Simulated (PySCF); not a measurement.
## WC: a composite coupled-cluster calculation

State: ³Δ, triplet, unpaired electrons σ ↑, δ ↑. De refers to W (5d4 6s2) + C. ROHF-based CCSD(T) in PySCF 2.14 with W aug-cc-pVDZ-PP with ECP60, C aug-cc-pVDZ and W aug-cc-pVTZ-PP with ECP60, C aug-cc-pVTZ (frozen core orbitals: 5; scalar-relativistic core potentials). Correlation energies are extrapolated as n⁻³ (n = 2, 3), Hartree–Fock as (n+1)·exp(−9√n).

```
      Level  Re (Å)  ωe (cm⁻¹)  ωexe (cm⁻¹)  αe (cm⁻¹)  De (eV)
 CCSD(T)/DZ  1.7392        950         5.66        n/a    4.963
 CCSD(T)/TZ  1.7206      974.1          n/a        n/a    5.373
     HF/CBS  1.6558       1105          n/a    0.00354    1.433
    MP2/CBS  1.7208     1148.2          n/a        n/a    6.862
   CCSD/CBS  1.6992     1041.6         4.71    0.00318    4.974
CCSD(T)/CBS  1.7161      984.0          n/a        n/a    5.515
```

Problem. How much is left between CCSD(T)/TZ and the basis-set limit, and how much do the triples give at the limit?

Solution. CCSD(T)/CBS less CCSD(T)/TZ: -4.5 mÅ in Re, +9.9 cm⁻¹ in ωe and +0.142 eV in De. CCSD(T)/CBS less CCSD/CBS: +16.9 mÅ in Re, -57.6 cm⁻¹ in ωe and +0.541 eV in De.

The T1 diagnostic is 0.048, large enough to doubt a single reference. The state was picked by a PBE0 search and need not be the measured ground state. Spin–orbit coupling, excitations beyond (T) and corrections to the Born–Oppenheimer picture are left out, and spin–orbit coupling matters for open p, d or f shells this heavy.

The whole job (state search and all basis sets along the bond) took about 11 min on 4 threads of Arm Neoverse V2 (shared host), peak memory 15 GiB.
